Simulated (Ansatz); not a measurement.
C2H8NO2V (`C[O][V]([CH3])(=[NH])[OH]`), relaxed with RKS PBE0-D4/def2-TZVP in Ansatz from a PBE-D4/def2-SVP geometry. The force threshold is 0.005 eV/Å; the program also tests the step.

Charge 0, multiplicity 1.

Start:

```xyz
14

C    -0.951   -0.361   -2.128
O    -0.380   -0.734   -0.902
V     0.642   -0.009    0.327
C    -0.487    0.162    2.014
N     1.002    1.532   -0.040
O     2.127   -0.911    0.750
H    -0.569   -1.015   -2.945
H    -2.057   -0.481   -2.083
H    -0.718    0.697   -2.378
H     0.098    0.666    2.810
H    -0.767   -0.864    2.339
H    -1.400    0.752    1.798
H     1.412    2.451   -0.251
H     2.049   -1.885    0.689
```

**Question.** How much energy does the relaxation release, and in how many steps? (An estimate is asked.)

**Answer.** Computed: 5.91 kJ/mol, in 12 steps.

**Question.** Which bonds change most? (An estimate is asked.)

**Answer.** Computed: C1–H7 from 1.113 to 1.094 Å; C1–H9 from 1.113 to 1.094 Å; C1–H8 from 1.113 to 1.094 Å; C4–H12 from 1.109 to 1.091 Å.

**Question.** Give the relaxed structure. (Best estimate.)

**Answer.** Ansatz gave: 
```xyz
14

C    -0.966   -0.360   -2.097
O    -0.352   -0.735   -0.898
V     0.655   -0.004    0.319
C    -0.507    0.171    1.962
N     0.995    1.532   -0.044
O     2.103   -0.924    0.798
H    -0.614   -1.006   -2.908
H    -2.050   -0.479   -2.004
H    -0.740    0.682   -2.343
H     0.062    0.647    2.762
H    -0.801   -0.841    2.260
H    -1.391    0.768    1.734
H     1.448    2.423   -0.196
H     2.158   -1.872    0.654
```
